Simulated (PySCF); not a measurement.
A calculated (PBE, PySCF 2.14, aug-cc-pVQZ, the non-relativistic Hamiltonian (point nucleus)) atom or ion has these occupied shells.

| shell | electrons | orbital energy (eV) | rms radius, mean of both spins (bohr) |
| --- | --- | --- | --- |
| 1s α | 1 | -272.85 | 0.315 |
| 1s β | 1 | -270.97 | 0.315 |
| 2s α | 1 | -15.482 | 1.69 |
| 2p α | 3 | -6.831 | 1.93 |

Problem. Name the element and its charge.

Solution. C (carbon, neutral), in [He] 2s1 2p3, high-spin 5S determinant (an excited configuration).
